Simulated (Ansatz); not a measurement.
Consider the formal exchange of groups at the Si–C bond: `FC([SiH3])I` + `COB(F)O[SiH3]` → `FB(O[SiH3])O[SiH3]` + `CC(F)I`.

Calculated with Ansatz (gas phase, PBE0-D4/def2-TZVP geometries, no zero-point term in ΔE). CCSD(T)/CBS adds triple-zeta CCSD(T) − MP2 to the extrapolated MP2 energy (def2 sets, frozen cores). DFT in def2-TZVPP. def2 core potentials past Kr. For I outer-core shells are correlated without core-valence functions, which leaves a few kJ/mol of doubt a bond. Each species was taken in one conformer, which may not be the lowest.

```
        level  ΔE (kcal/mol)
       revPBE          -37.7
         BLYP          -39.2
         PBE0          -39.9
HF/def2-QZVPP          -45.5
```

**Question.** What does CCSD(T)/CBS give? (Estimate.)

**Answer.** The calculation gave: -41.8 kcal/mol. The listed levels differ from it by 4.1, 2.6, 1.9, -3.7 kcal/mol.

**Question.** What do rigid-rotor, harmonic-oscillator terms from PBE0-D4/def2-TZVP frequencies (298.15 K, 1 bar) make of the CCSD(T)/CBS value? (Estimate.)

**Answer.** Computed: ΔZPE = +0.4 kcal/mol, ΔH = -41.5 kcal/mol, ΔS = -5 J/(mol·K), ΔG = -41.2 kcal/mol. Modes under 50 cm⁻¹ make the entropy rough.

Largest T1 diagnostic among the species: 0.012.

From r2SCAN to r2SCAN0 (25 % exact exchange), in def2-TZVPP and without D4, ΔE moves by −1.0 kcal/mol. At CCSD(T), def2-SVP lies +2.6 kcal/mol from the extrapolated value and def2-TZVPP +0.2 kcal/mol. In def2-TZVPP, CCSD(T) changes the Hartree–Fock value by +3.6 kcal/mol (the triples alone add +0.7 kcal/mol) and MP2 by +1.7 kcal/mol.

CCSD(T)/CBS has its own doubt, a few kJ/mol and more with outer-core shells, so smaller differences from it don't rank the levels.
